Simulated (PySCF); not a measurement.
Species: C7H5O2 (charge -1).
Atom-mapped SMILES: `[O:1]=[CH:2][c:3]1[cH:4][cH:5][cH:6][cH:7][c:8]1[O-:9]` (hydrogens: H10 on C2; H11 on C4; H12 on C5; H13 on C6; H14 on C7)
Bond orders are those of one Lewis drawing.

Method: PBE0-D3(BJ)/def2-SVP geometry optimisation, gas phase in PySCF 2.14.0; density fitting, grid level 2; the optimiser is geomeTRIC in internal coordinates, started from a GFN2-xTB structure.

Step 0: E = -11414.5142 eV
```
atom  x, y, z in Å  |  force x, y, z in eV/Å
O1      2.8899   -1.6527   -0.3798   -0.152  -0.001   0.015
C2      2.2973   -0.5805   -0.2650    0.732  -0.362  -0.092
C3      0.8933   -0.3766   -0.1145   -0.414  -0.113   0.037
C4      0.0217   -1.4735   -0.0831    0.206  -0.014  -0.023
C5     -1.3321   -1.3226    0.0606   -0.286  -0.312   0.014
C6     -1.8567   -0.0256    0.1793   -0.171  -0.077   0.010
C7     -1.0469    1.0687    0.1537   -0.104   0.205   0.024
C8      0.3857    0.9764    0.0056    0.462   0.613  -0.018
O9      1.1086    1.9948   -0.0151    0.000  -0.002   0.002
H10     2.8760    0.3656   -0.2733    0.092   0.285   0.005
H11     0.4634   -2.4587   -0.1782    0.235  -0.363  -0.041
H12    -1.9949   -2.1795    0.0841   -0.201  -0.328   0.002
H13    -2.9309    0.0994    0.2927   -0.346   0.076   0.040
H14    -1.4659    2.0643    0.2465   -0.053   0.392   0.024
```

Step 1: E = -11414.5571 eV
```
atom  x, y, z in Å  |  force x, y, z in eV/Å
O1      2.8788   -1.6697   -0.3798    0.047  -0.012  -0.006
C2      2.3117   -0.5879   -0.2672   -0.045   0.007   0.004
C3      0.8900   -0.3716   -0.1134    0.067   0.022  -0.006
C4      0.0240   -1.4788   -0.0831    0.006  -0.061  -0.003
C5     -1.3430   -1.3395    0.0608   -0.021  -0.026   0.000
C6     -1.8653   -0.0284    0.1796   -0.101  -0.008   0.010
C7     -1.0549    1.0802    0.1551    0.016   0.082   0.001
C8      0.3925    0.9986    0.0065   -0.061  -0.054   0.006
O9      1.1159    2.0121   -0.0135    0.040   0.029  -0.003
H10     2.8954    0.3663   -0.2769    0.012  -0.007  -0.001
H11     0.4902   -2.4667   -0.1800    0.003   0.033   0.001
H12    -2.0059   -2.2093    0.0830    0.006   0.008   0.000
H13    -2.9496    0.1048    0.2947    0.028  -0.002  -0.003
H14    -1.4712    2.0892    0.2479    0.004  -0.013  -0.001
```

Q: Estimate the geometry and energy of step 2. (The exact step hangs on the optimiser's Hessian estimate; all steps are aligned on step 1, rigid shifts and turns removed.)

A: E = -11414.5561 eV, largest force 0.135 eV/Å
```
atom  x, y, z in Å  |  force x, y, z in eV/Å
O1      2.9042   -1.6585   -0.3821   -0.111  -0.054   0.009
C2      2.3143   -0.5886   -0.2676    0.079   0.110  -0.002
C3      0.8913   -0.3783   -0.1137   -0.007  -0.070  -0.002
C4      0.0213   -1.4831   -0.0829   -0.002   0.023   0.001
C5     -1.3460   -1.3371    0.0613   -0.028  -0.043   0.000
C6     -1.8706   -0.0257    0.1802    0.041   0.002  -0.004
C7     -1.0563    1.0816    0.1553    0.004  -0.033  -0.001
C8      0.3911    0.9911    0.0065    0.024   0.045  -0.002
O9      1.1184    2.0025   -0.0143    0.001   0.029   0.002
H10     2.8878    0.3718   -0.2758   -0.009   0.013   0.001
H11     0.4852   -2.4712   -0.1796   -0.006  -0.007   0.000
H12    -2.0104   -2.2055    0.0836   -0.003  -0.005   0.000
H13    -2.9539    0.1086    0.2951    0.006  -0.007  -0.001
H14    -1.4680    2.0920    0.2476    0.009  -0.004  -0.001
```

The energy changes by +0.0010 eV. The first-order estimate −F·Δx gives -0.0016 eV and the mean of the old and new forces, exact on a quadratic surface, +0.0010 eV. The step makes an angle of 77° with the force vector and moves no atom by more than 0.028 Å. The energy falls at the start of this step and ends higher, so the step passed the lowest point of its straight line.

What follows is the cost of the whole optimisation. Hardware: an Arm Neoverse V1 with one thread, on a shared host. Cost: 63 s wall, 0.74 GiB resident at most.
